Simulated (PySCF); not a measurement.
Excitation energy of Pd by level of theory

Pd [Kr] 4d10 (1S) → Pd [Kr] 4d9 5s1 (3D), as a difference of total energies. Calculation: PySCF 2.14, in def2-TZVPPD with the def2 core potential (28 electrons); scalar relativity through the core potential. Correlated levels: valence: 4s2 4p6 frozen; valence and next inner shell: nothing frozen outside the core potential. The calculations carry no spin-orbit coupling.

```csv
method,excitation energy (eV)
UHF,-0.105
LDA,0.899
PBE,0.747
PBE0,0.698
r2SCAN,0.527
BLYP,0.702
r2SCANh,0.528
B97-3,0.864
BP86,0.734
MP2 (valence),1.160
SCS-MP2 (valence),1.112
MP2 (valence and next inner shell),1.134
SCS-MP2 (valence and next inner shell),1.038
```

Question: How much does correlation contribute at MP2 (valence and next inner shell)?

Answer: 1.134 − (-0.105) = 1.239 eV, measured against UHF.
